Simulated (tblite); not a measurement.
A geometry optimisation, step by step.

Species: C8H7NS.
Numbering: `[NH2:1][c:2]1[cH:3][cH:4][c:5]2[s:6][cH:7][cH:8][c:9]2[cH:10]1` (hydrogens: H11, H12 on N1; H13 on C3; H14 on C4; H15 on C7; H16 on C8; H17 on C10)

Computed with GFN2-xTB (tblite), gas phase: L-BFGS steps from a force-field or distance-geometry start until the largest atomic force falls under 0.01 eV/Å. 9 of its 45 geometries are shown.

Step 0: E = -730.6546 eV, largest atomic force 1.611 eV/Å
```
atom  x, y, z in Å  |  force x, y, z in eV/Å
N1     -2.515   -1.497   -0.426   -0.634   0.183   0.180
C2     -1.478   -0.651   -0.109    0.610  -0.735  -0.443
C3     -1.690    0.515    0.613   -0.197   1.420   0.736
C4     -0.654    1.401    0.915   -0.028  -0.793  -0.259
C5      0.648    1.073    0.507   -0.967   0.088   0.105
S6      2.080    1.989    0.764    0.243   1.026   0.548
C7      3.049    0.864   -0.077   -0.428  -1.083  -0.517
C8      2.313   -0.190   -0.546    0.108   0.238   0.135
C9      0.917   -0.092   -0.225   -0.710  -0.638  -0.229
C10    -0.177   -0.952   -0.521    0.810   0.328   0.003
H11    -2.355   -2.376   -0.892    0.070   0.274   0.167
H12    -3.456   -1.315   -0.070    0.808  -0.108  -0.237
H13    -2.710    0.775    0.943    0.609  -0.208  -0.215
H14    -0.843    2.303    1.480    0.022  -0.101  -0.091
H15     4.109    1.032   -0.175   -0.220  -0.028   0.018
H16     2.737   -1.014   -1.098   -0.035   0.064   0.029
H17     0.018   -1.852   -1.093   -0.062   0.071   0.072
```

Step 6: E = -730.7725 eV, largest atomic force 0.145 eV/Å
```
atom  x, y, z in Å  |  force x, y, z in eV/Å
N1     -2.497   -1.472   -0.433   -0.058  -0.031  -0.129
C2     -1.447   -0.654   -0.111   -0.036   0.030  -0.022
C3     -1.683    0.527    0.612    0.007  -0.004   0.052
C4     -0.654    1.384    0.922   -0.001   0.127   0.014
C5      0.630    1.082    0.505   -0.013  -0.091  -0.017
S6      2.076    2.016    0.779   -0.047  -0.011  -0.004
C7      3.009    0.839   -0.079    0.008  -0.018  -0.012
C8      2.286   -0.201   -0.545    0.038   0.048   0.014
C9      0.897   -0.093   -0.223    0.049  -0.010  -0.024
C10    -0.156   -0.954   -0.528    0.003  -0.052  -0.012
H11    -2.339   -2.355   -0.877    0.112  -0.061  -0.007
H12    -3.413   -1.304   -0.066    0.006   0.089   0.104
H13    -2.687    0.763    0.933   -0.021  -0.039  -0.021
H14    -0.841    2.291    1.471   -0.038   0.072   0.070
H15     4.063    1.013   -0.178    0.027  -0.035  -0.019
H16     2.724   -1.014   -1.098   -0.095  -0.014   0.008
H17     0.024   -1.857   -1.093    0.059  -0.001   0.003
```

Step 11: E = -730.7833 eV, largest atomic force 0.138 eV/Å
```
atom  x, y, z in Å  |  force x, y, z in eV/Å
N1     -2.499   -1.453   -0.472   -0.049   0.096  -0.077
C2     -1.443   -0.651   -0.118    0.017  -0.051  -0.041
C3     -1.679    0.525    0.616   -0.026   0.070  -0.008
C4     -0.661    1.397    0.925    0.022  -0.106  -0.012
C5      0.621    1.078    0.506    0.035   0.110   0.036
S6      2.067    2.015    0.778    0.044  -0.088  -0.057
C7      3.005    0.837   -0.079   -0.010  -0.011  -0.012
C8      2.279   -0.201   -0.544    0.028   0.034   0.028
C9      0.892   -0.095   -0.223   -0.016   0.034   0.039
C10    -0.154   -0.961   -0.530    0.044   0.065   0.020
H11    -2.310   -2.359   -0.863   -0.060   0.030   0.102
H12    -3.390   -1.289   -0.039    0.058  -0.125  -0.011
H13    -2.688    0.750    0.926   -0.051  -0.007   0.014
H14    -0.847    2.303    1.484   -0.007  -0.059  -0.030
H15     4.061    0.999   -0.184   -0.013   0.012   0.012
H16     2.697   -1.022   -1.099    0.003  -0.010  -0.007
H17     0.041   -1.862   -1.094   -0.019   0.004   0.007
```

Step 16: E = -730.7953 eV, largest atomic force 0.095 eV/Å
```
atom  x, y, z in Å  |  force x, y, z in eV/Å
N1     -2.510   -1.420   -0.531   -0.008  -0.029  -0.027
C2     -1.443   -0.644   -0.131   -0.032   0.058  -0.018
C3     -1.685    0.527    0.611    0.021  -0.034  -0.020
C4     -0.664    1.392    0.930    0.016   0.039   0.004
C5      0.622    1.087    0.511    0.003  -0.051  -0.008
S6      2.077    2.011    0.773   -0.007   0.081   0.049
C7      3.010    0.832   -0.084   -0.004   0.008   0.020
C8      2.277   -0.202   -0.542   -0.014  -0.038  -0.011
C9      0.893   -0.087   -0.215    0.006  -0.018  -0.020
C10    -0.150   -0.955   -0.528   -0.061  -0.003  -0.010
H11    -2.306   -2.360   -0.825    0.016  -0.041   0.007
H12    -3.368   -1.313   -0.016   -0.016  -0.013   0.036
H13    -2.699    0.739    0.924    0.063   0.028  -0.019
H14    -0.856    2.295    1.488   -0.010  -0.009   0.021
H15     4.066    0.996   -0.185    0.003  -0.003  -0.012
H16     2.679   -1.029   -1.099    0.041  -0.012  -0.005
H17     0.049   -1.857   -1.089   -0.017   0.037   0.012
```

Step 22: E = -730.7975 eV, largest atomic force 0.042 eV/Å
```
atom  x, y, z in Å  |  force x, y, z in eV/Å
N1     -2.516   -1.422   -0.538    0.011  -0.009   0.007
C2     -1.449   -0.640   -0.140    0.008   0.027   0.011
C3     -1.683    0.528    0.605   -0.013   0.018  -0.006
C4     -0.662    1.392    0.929   -0.001   0.004   0.005
C5      0.624    1.086    0.512    0.008  -0.031  -0.024
S6      2.076    2.014    0.776    0.015  -0.011   0.004
C7      3.009    0.832   -0.081    0.002   0.000  -0.001
C8      2.278   -0.204   -0.540    0.004   0.001   0.003
C9      0.891   -0.088   -0.216    0.019  -0.010  -0.023
C10    -0.156   -0.950   -0.533    0.018  -0.007  -0.013
H11    -2.302   -2.365   -0.816    0.009  -0.009   0.005
H12    -3.366   -1.323   -0.008   -0.010  -0.006   0.018
H13    -2.691    0.750    0.921   -0.039   0.014  -0.005
H14    -0.856    2.291    1.493    0.002  -0.005   0.009
H15     4.064    0.995   -0.187   -0.016  -0.001   0.006
H16     2.689   -1.029   -1.098   -0.014   0.024   0.023
H17     0.043   -1.854   -1.091   -0.004   0.003  -0.020
```

Step 28: E = -730.7984 eV, largest atomic force 0.022 eV/Å
```
atom  x, y, z in Å  |  force x, y, z in eV/Å
N1     -2.515   -1.424   -0.534   -0.012  -0.010   0.006
C2     -1.451   -0.635   -0.143    0.003  -0.020  -0.007
C3     -1.687    0.535    0.600    0.009  -0.007   0.000
C4     -0.661    1.391    0.928   -0.005  -0.002  -0.005
C5      0.624    1.082    0.510   -0.004   0.018   0.011
S6      2.075    2.010    0.782   -0.002  -0.021  -0.007
C7      3.008    0.832   -0.078   -0.001  -0.011   0.000
C8      2.279   -0.204   -0.540    0.002   0.005  -0.010
C9      0.891   -0.090   -0.222    0.003   0.015   0.010
C10    -0.158   -0.949   -0.540    0.010   0.020  -0.001
H11    -2.295   -2.368   -0.807    0.007   0.002   0.003
H12    -3.362   -1.331    0.002   -0.003   0.000   0.010
H13    -2.696    0.760    0.914    0.009  -0.008  -0.018
H14    -0.852    2.287    1.499    0.007   0.008  -0.003
H15     4.063    0.995   -0.186   -0.006   0.001   0.015
H16     2.693   -1.028   -1.093   -0.002  -0.003  -0.007
H17     0.037   -1.851   -1.101   -0.013   0.014   0.001
```

Step 33: E = -730.7988 eV, largest atomic force 0.017 eV/Å
```
atom  x, y, z in Å  |  force x, y, z in eV/Å
N1     -2.515   -1.426   -0.531    0.004  -0.001   0.005
C2     -1.451   -0.634   -0.144   -0.003   0.002   0.001
C3     -1.687    0.536    0.597    0.001   0.007   0.001
C4     -0.662    1.392    0.927    0.006   0.002   0.000
C5      0.623    1.082    0.510    0.006   0.003   0.003
S6      2.075    2.007    0.784    0.002   0.007   0.007
C7      3.008    0.829   -0.077    0.001   0.002   0.005
C8      2.279   -0.204   -0.542   -0.003   0.002   0.004
C9      0.891   -0.088   -0.224   -0.011  -0.002  -0.004
C10    -0.159   -0.945   -0.543   -0.009  -0.006  -0.004
H11    -2.291   -2.370   -0.802   -0.010  -0.002   0.003
H12    -3.360   -1.335    0.010    0.010  -0.007   0.000
H13    -2.698    0.761    0.906    0.001   0.002   0.005
H14    -0.849    2.287    1.501   -0.011   0.004  -0.009
H15     4.063    0.995   -0.180    0.009  -0.009   0.006
H16     2.693   -1.029   -1.095   -0.006   0.003  -0.012
H17     0.033   -1.846   -1.107    0.011  -0.007  -0.011
```

Step 38: E = -730.7991 eV, largest atomic force 0.018 eV/Å
```
atom  x, y, z in Å  |  force x, y, z in eV/Å
N1     -2.515   -1.429   -0.526   -0.001   0.001  -0.002
C2     -1.451   -0.634   -0.146    0.007   0.002  -0.001
C3     -1.687    0.538    0.595   -0.006  -0.012  -0.007
C4     -0.662    1.394    0.926   -0.014   0.000  -0.009
C5      0.624    1.083    0.512   -0.011  -0.008  -0.012
S6      2.078    2.004    0.790   -0.005  -0.008   0.007
C7      3.009    0.827   -0.073    0.002  -0.001   0.004
C8      2.277   -0.203   -0.544    0.006   0.000  -0.006
C9      0.889   -0.085   -0.228    0.018   0.002   0.000
C10    -0.160   -0.942   -0.549    0.014   0.006   0.005
H11    -2.290   -2.373   -0.795    0.005  -0.002  -0.002
H12    -3.355   -1.342    0.021   -0.013   0.004   0.010
H13    -2.698    0.763    0.900    0.003   0.006   0.013
H14    -0.852    2.290    1.497    0.000  -0.002  -0.006
H15     4.066    0.989   -0.171   -0.005  -0.013  -0.002
H16     2.687   -1.026   -1.101    0.002   0.009  -0.001
H17     0.033   -1.842   -1.117    0.000   0.016   0.009
```

Step 44: E = -730.7993 eV, largest atomic force 0.009 eV/Å
```
atom  x, y, z in Å  |  force x, y, z in eV/Å
N1     -2.515   -1.432   -0.522   -0.004   0.000   0.001
C2     -1.451   -0.634   -0.146   -0.003  -0.002  -0.005
C3     -1.688    0.538    0.592    0.002   0.006   0.005
C4     -0.663    1.396    0.922    0.003  -0.001   0.000
C5      0.623    1.084    0.510    0.001   0.008   0.003
S6      2.079    2.001    0.796   -0.005  -0.004   0.001
C7      3.010    0.824   -0.068   -0.002   0.000   0.002
C8      2.276   -0.201   -0.546    0.003   0.001   0.001
C9      0.889   -0.083   -0.230   -0.005   0.004  -0.005
C10    -0.160   -0.940   -0.552   -0.002   0.000  -0.001
H11    -2.290   -2.376   -0.792   -0.001   0.005   0.004
H12    -3.354   -1.345    0.029    0.008  -0.003  -0.004
H13    -2.698    0.765    0.900   -0.001  -0.006   0.003
H14    -0.854    2.292    1.491    0.001   0.004  -0.001
H15     4.067    0.982   -0.164    0.001   0.000   0.002
H16     2.687   -1.022   -1.107    0.007  -0.004  -0.004
H17     0.034   -1.837   -1.121   -0.003  -0.009   0.000
```

Task: Summarise the path.

Result: The energy falls by 0.1447 eV from step 0 to step 44; nine tenths of that is first reached at step 12. It falls at every step. The largest force goes from 1.611 to 0.009 eV/Å. Among the bonds C9–C10 changes most, from 1.423 to 1.393 Å; the atoms move by 0.065 Å rms after alignment.

Task: Follow the three bonds and two angles with the largest change from start to end.

Result: 
| step | E above end (eV) | largest force (eV/Å) | C9–C10 (Å) | S6–C7 (Å) | C5–S6 (Å) | C2–N1–H11 (°) | C2–N1–H12 (°) |
| --- | --- | --- | --- | --- | --- | --- | --- |
| 0 | 0.1447 | 1.611 | 1.423 | 1.706 | 1.719 | 121.6 | 120.3 |
| 2 | 0.0562 | 0.374 | 1.401 | 1.735 | 1.748 | 120.5 | 121.0 |
| 4 | 0.0360 | 0.216 | 1.398 | 1.737 | 1.752 | 121.0 | 121.3 |
| 6 | 0.0268 | 0.145 | 1.393 | 1.729 | 1.743 | 120.6 | 121.0 |
| 8 | 0.0218 | 0.130 | 1.392 | 1.726 | 1.739 | 119.9 | 120.0 |
| 10 | 0.0182 | 0.126 | 1.392 | 1.730 | 1.742 | 119.3 | 118.9 |
| 11 | 0.0160 | 0.138 | 1.393 | 1.733 | 1.745 | 118.9 | 118.4 |
| 13 | 0.0101 | 0.146 | 1.393 | 1.737 | 1.747 | 117.5 | 117.2 |
| 15 | 0.0052 | 0.094 | 1.392 | 1.732 | 1.744 | 117.0 | 116.9 |
| 17 | 0.0033 | 0.066 | 1.392 | 1.731 | 1.744 | 117.0 | 116.8 |
| 19 | 0.0026 | 0.044 | 1.392 | 1.733 | 1.745 | 116.9 | 116.6 |
| 21 | 0.0020 | 0.042 | 1.393 | 1.733 | 1.744 | 116.6 | 116.5 |
| 23 | 0.0016 | 0.040 | 1.393 | 1.732 | 1.743 | 116.4 | 116.4 |
| 25 | 0.0013 | 0.031 | 1.393 | 1.731 | 1.744 | 116.4 | 116.4 |
| 27 | 0.0010 | 0.027 | 1.393 | 1.732 | 1.744 | 116.4 | 116.4 |
| 29 | 0.0008 | 0.021 | 1.393 | 1.732 | 1.744 | 116.3 | 116.3 |
| 31 | 0.0006 | 0.021 | 1.392 | 1.732 | 1.743 | 116.2 | 116.3 |
| 33 | 0.0005 | 0.017 | 1.392 | 1.732 | 1.743 | 116.1 | 116.3 |
| 34 | 0.0005 | 0.017 | 1.392 | 1.731 | 1.744 | 116.2 | 116.3 |
| 36 | 0.0004 | 0.026 | 1.393 | 1.731 | 1.744 | 116.2 | 116.3 |
| 38 | 0.0002 | 0.018 | 1.393 | 1.732 | 1.743 | 116.2 | 116.3 |
| 40 | 0.0001 | 0.016 | 1.393 | 1.732 | 1.743 | 116.2 | 116.3 |
| 42 | 0.0000 | 0.011 | 1.392 | 1.732 | 1.744 | 116.2 | 116.3 |
| 44 | 0.0000 | 0.009 | 1.393 | 1.732 | 1.744 | 116.2 | 116.3 |

The cost below is that of the whole relaxation. Hardware: one thread, Arm Neoverse V1 (aarch64), no GPU, shared host. Cost: 0.34 s.
